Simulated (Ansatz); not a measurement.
C2H5BGe, SMILES `[BH]1C=[CH][GeH2]1`, relaxed with RKS PBE0-D4/def2-TZVP in Ansatz 0.2.0 from a PBE-D4/def2-SVP geometry. The force threshold is 0.005 eV/Å; the program also tests the step.

The species carries charge 0 and has multiplicity 1.

Start:

```xyz
9

B    -0.144    0.256   -1.224
C    -1.226   -0.294   -0.296
C    -0.383   -0.625    0.743
Ge    1.095    0.664    0.384
H     0.022    0.043   -2.409
H    -2.245   -0.692   -0.452
H    -0.530   -1.473    1.443
H     0.856    1.950    1.214
H     2.555    0.172    0.597
```

Q: How much energy does the relaxation release, and in how many steps? (An estimate is asked.)

A: The calculation gave: 0.04 eV, in 11 steps, 1 of them rejected.

Q: Which bonds change most? (Best estimate.)

A: Computed: B1–H5 from 1.215 to 1.193 Å; C3–H7 from 1.109 to 1.090 Å; C3–Ge4 from 1.994 to 1.975 Å; C2–C3 from 1.379 to 1.360 Å.

Q: Give the relaxed structure. (Estimate.)

A: Computed: 
```xyz
9

B    -0.140    0.265   -1.242
C    -1.170   -0.365   -0.311
C    -0.396   -0.621    0.777
Ge    1.078    0.635    0.387
H    -0.031    0.180   -2.427
H    -2.158   -0.787   -0.485
H    -0.606   -1.379    1.533
H     0.898    1.937    1.185
H     2.524    0.135    0.582
```
